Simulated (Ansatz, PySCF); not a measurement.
Gas-phase reaction in SMILES: [GeH3][c]1cccs1 [thiophen-2-ylgermane] + 8 [H][H] (H2) -> 4 C (CH4) + [GeH4] (GeH4) + S (H2S)
Geometries: B3LYP-D3(BJ)/def2-TZVP minima from Ansatz (an electronic-structure program). Frequencies are from Ansatz or PySCF. Unstable Hartree-Fock reference: [GeH3][c]1cccs1.

Property: energy of full hydrogenation (0 K, with B3LYP-D3(BJ) harmonic zero-point energies), in kJ/mol. Correlated levels leave the core frozen unless marked. No spin-orbit coupling. The frozen core is the preceding noble-gas configuration, with the filled d and f shells of earlier blocks. Non-relativistic. CBS marks a two-point X^-3 extrapolation of the correlation energy; Hartree-Fock from the larger set.

```tsv
level	program	energy of full hydrogenation (kJ/mol)
BLYP-D4/def2-TZVPD	Ansatz + dftd4	-363.7
revPBE-D3(BJ)/def2-TZVPD	Ansatz + dftd3	…
r2SCAN/def2-TZVPD	Ansatz	…
PBE0-D4/def2-TZVPD	Ansatz + dftd4	…
BHLYP-D3(BJ)/def2-TZVPD	Ansatz + dftd3	-482.9
wB97X-V/def2-TZVPD	Ansatz	…
B2PLYP-D3(BJ)/def2-TZVPD	Ansatz + dftd3	-405.0
CCSD/def2-TZVPPD	Ansatz	-472.0
CCSD(T)/CBS(def2-TZVPPD,def2-QZVPPD)	Ansatz	-421.4
```

**Question.** Fill in the missing entries.

**Answer.** 
- revPBE-D3(BJ)/def2-TZVPD, energy of full hydrogenation (kJ/mol): -364.5
- r2SCAN/def2-TZVPD, energy of full hydrogenation (kJ/mol): -419.5
- PBE0-D4/def2-TZVPD, energy of full hydrogenation (kJ/mol): -446.4
- wB97X-V/def2-TZVPD, energy of full hydrogenation (kJ/mol): -454.1
